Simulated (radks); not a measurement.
Task: The mean radii <r> (bohr) of the occupied orbitals of an atom or ion are listed with their occupations. Method: Dirac Kohn-Sham, PBE, spin-unpolarised, spherical densities, point nucleus; computed with a radial shooting solver on a logarithmic mesh with Libxc functionals.

| orbital | occ. | <r> |
|---|---|---|
| 1s1/2 | 2 | 0.01658 |
| 2s1/2 | 2 | 0.06923 |
| 2p1/2 | 2 | 0.05692 |
| 2p3/2 | 4 | 0.06560 |
| 3s1/2 | 2 | 0.1801 |
| 3p1/2 | 2 | 0.1704 |
| 3p3/2 | 4 | 0.1863 |
| 3d3/2 | 4 | 0.1621 |
| 3d5/2 | 6 | 0.1670 |
| 4s1/2 | 2 | 0.3990 |
| 4p1/2 | 2 | 0.4011 |
| 4p3/2 | 4 | 0.4353 |
| 4d3/2 | 4 | 0.4424 |
| 4d5/2 | 6 | 0.4536 |
| 5s1/2 | 2 | 0.9009 |
| 4f5/2 | 6 | 0.4791 |
| 4f7/2 | 8 | 0.4858 |
| 5p1/2 | 2 | 0.9690 |
| 5p3/2 | 4 | 1.063 |
| 5d3/2 | 3.6 | 1.382 |
| 5d5/2 | 5.4 | 1.431 |
| 6s1/2 | 1 | 2.326 |

Name the element and its charge. Open shells, if any, are shared by 2j + 1.

Result: Z = 80, mercury, charge +2: Hg2+ in [Xe] 4f14 5d9 6s1. The 1s radius gives Z: for a bare nucleus <r> = (2 gamma + 1)/(2Z) with gamma = sqrt(1 - (Z/c)^2), 0.0164 bohr for Z = 80, and screening makes it slightly larger (0.01658 here). The occupations add up to 78, and the charge is Z minus that.
